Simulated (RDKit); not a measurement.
A run for RDKit: UFF on H2S (SMILES S).

```python
from rdkit import Chem
from rdkit.Chem import AllChem, rdDetermineBonds

blocks = [
'''3

S    -0.92738335   -0.37619107    2.72897483
H    -0.51066578    0.73171395    3.36578545
H    -0.06740382   -1.16488225    3.39604866
''',
]
mol = None
for b in blocks:
    f = Chem.MolFromXYZBlock(b)
    rdDetermineBonds.DetermineBonds(f, charge=0)
    mol = f if mol is None else Chem.CombineMols(mol, f)
Chem.SanitizeMol(mol)
print(Chem.MolToSmiles(Chem.RemoveHs(mol)))
ff = AllChem.UFFGetMoleculeForceField(mol, vdwThresh=100.0, ignoreInterfragInteractions=False)
e = ff.CalcEnergy()
print(f'UFF energy {e:.6f} kcal/mol')
```

It printed:

```
S
UFF energy 1.838675 kcal/mol
```

The run finished.

Cost: around 0.020 core-seconds (rough).
